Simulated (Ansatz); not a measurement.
`C=[C](C)[AlH][CH3]` + `OC(F)[SeH]` → `C[Se]C(O)F` + `C=[C](C)[AlH2]`  (substitution at a C–Al bond)

Gas-phase electronic energies from Ansatz, PBE0-D4/def2-TZVP geometries. CCSD(T)/CBS is the MP2 limit (def2-TZVPP, def2-QZVPP) plus CCSD(T) − MP2 in def2-TZVPP, frozen cores. DFT in def2-TZVPP. For Se outer-core shells are correlated without core-valence functions, which leaves a few kJ/mol of doubt a bond. Scalar relativity is left out up to krypton. Each species was taken in one conformer, which may not be the lowest.

```json
{"species": "`C=[C](C)[AlH][CH3]`", "ωB97M-V energy (Eh)": "-400.20353"}
{"species": "`OC(F)[SeH]`", "ωB97M-V energy (Eh)": "-2616.41670"}
{"species": "`C[Se]C(O)F`", "ωB97M-V energy (Eh)": "-2655.71899"}
{"species": "`C=[C](C)[AlH2]`", "ωB97M-V energy (Eh)": "-360.88093"}
```

Question: Work out ΔE.

Answer: ΔE = (-2655.71899) + (-360.88093) − (-400.20353) − (-2616.41670) = 0.02031 Eh = +53.3 kJ/mol. CCSD(T)/CBS gives +51.2 kJ/mol.

Largest T1 diagnostic among the species: 0.011.

In def2-TZVPP, CCSD(T) changes the Hartree–Fock value by +4.0 kJ/mol (the triples alone add +0.3 kJ/mol) and MP2 by +3.3 kJ/mol.
